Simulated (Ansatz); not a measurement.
Born–Oppenheimer molecular dynamics of HTe (2 atoms, charge 0, multiplicity 2). It starts from a relaxed structure.

The calculation used UKS PBE/def2-TZVP (Ansatz 0.2.0).

| Item | Value |
| --- | --- |
| ensemble | NVT, Nosé–Hoover chain |
| time step | 0.5 fs |
| steps asked | 100 |
| set temperature | 300 K |
| thermostat | time constant 100 fs, chain length 3 (defaults) |
| masses | H 3.016 u |
| seed | 131928 |

First frame:

```xyz
2
Properties=species:S:1:pos:R:3
Te -0.698 0.204 -0.368
H 0.728 -0.264 0.372
```

(1) What does the run give?

(2) What happens to the structure?

(3) How do temperature and energy run in time?

Results:

(1) All steps were run.

| Property | Result |
| --- | --- |
| steps done | 100 |
| time covered | 50 fs |
| mean temperature over the second half | 157 K |
| spread of the potential energy over the second half | 2.5 meV per atom |
| mean potential energy of the second half above the start | 3.3 meV per atom |

The conserved energy stayed within 0.023 meV per atom of its start (net change 0.019 meV per atom), so the integration is sound. The mean temperature of the second half is 48 % below the set value. A run of 0.05 ps of so small a system gives no equilibrium averages.

(2) The same pairs are bonded in the first frame and the last. Pairs count as bonded within 1.25 times the sum of covalent radii (0.12 Å more for H–H). Another seed would give other details.

(3) 
```
time (fs)  T (K)  potential energy less start (eV)  conserved less start (meV/atom)
      0.0    300                             0.000                             0.00
      1.5    264                             0.002                             0.00
      3.0    173                             0.005                             0.01
      4.5     71                             0.010                             0.02
      6.0      6                             0.013                             0.02
      7.5     14                             0.012                             0.02
      9.0     89                             0.009                             0.01
     10.5    194                             0.005                             0.01
     12.0    277                             0.001                             0.00
     13.5    301                             0.000                             0.00
     15.0    258                             0.002                             0.00
     16.5    170                             0.006                             0.01
     18.0     76                             0.010                             0.02
     19.5     12                             0.013                             0.02
     21.0      4                             0.013                             0.02
     22.5     55                             0.011                             0.02
     24.0    146                             0.007                             0.01
     25.5    241                             0.003                             0.01
     27.0    299                             0.000                             0.00
     28.5    294                             0.001                             0.00
     30.0    223                             0.004                             0.01
     31.5    118                             0.008                             0.01
     33.0     28                             0.012                             0.02
     34.5      1                             0.013                             0.02
     36.0     50                             0.011                             0.02
     37.5    152                             0.007                             0.01
     39.0    254                             0.002                             0.00
     40.5    310                             0.000                             0.00
     42.0    296                             0.001                             0.00
     43.5    222                             0.004                             0.01
     45.0    122                             0.008                             0.01
     46.5     37                             0.012                             0.02
     48.0      0                             0.014                             0.02
     49.5     27                             0.013                             0.02
```

The run took 2.1 min on 1 CPU thread of a shared host.
